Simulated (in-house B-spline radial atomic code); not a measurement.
**How G0W0 and RPA depend on the start: S⁶⁺**

Configuration [He] 2s2 2p6. Computed with a B-spline radial code for spherical atoms: all electrons, non-relativistic, point nucleus, each spin shell either full or empty, empty states to l = 9 with an (l + 1/2)⁻⁴ tail; G0W0 by contour deformation at full frequency.

```
            start  mean-field 2p (eV)  G0W0 (eV)  QP weight  RPA correlation (Eh)
     Hartree-Fock             -282.81    -281.48      0.985              -0.56844
         LDA VWN5             -257.93    -281.19      0.977              -0.61654
              PBE             -258.01    -280.96      0.977              -0.61589
             PBE0             -264.57    -281.12      0.980              -0.60297
           r2SCAN             -260.51          ?          ?                     ?
            HSE06             -264.08    -281.12      0.979               -0.6037
  B3LYP (VWN-RPA)             -263.51    -281.07      0.979              -0.60593
             SCAN             -260.67    -280.82      0.979              -0.60615
             TPSS             -258.61    -280.92      0.977               -0.6124
        BHandHLYP             -271.14    -281.25      0.982              -0.59117
        CAM-B3LYP             -265.45    -281.15      0.980              -0.60257
          LC-wPBE             -264.00    -281.26      0.980              -0.60537
            wB97X             -265.80          ?          ?                     ?
           PBEsol             -257.72    -281.06      0.977              -0.61592
             BLYP             -258.09    -280.91      0.977              -0.61634
          r2SCAN0             -266.37    -281.06      0.981              -0.59668
LDA exchange-only             -255.54    -281.30      0.976              -0.61668
```

**Question.** What G0W0 level, weight and RPA correlation energy follow from the r2SCAN start?

**Answer.** G0W0 level -280.89 eV, weight 0.979, RPA correlation -0.60661 hartree.

**Question.** What G0W0 level, weight and RPA correlation energy follow from the wB97X start?

**Answer.** G0W0 level -281.00 eV, weight 0.981, RPA correlation -0.60047 hartree.

**Question.** How much of the dependence on the start does G0W0 remove?

**Answer.** The mean-field levels span 27.3 eV and the G0W0 levels 0.662 eV. Against 280.954 ± 0.007 eV (NIST, measured) the G0W0 removal energies are off by -0.14 to +0.53 eV, with relativity, Breit and QED terms left out.
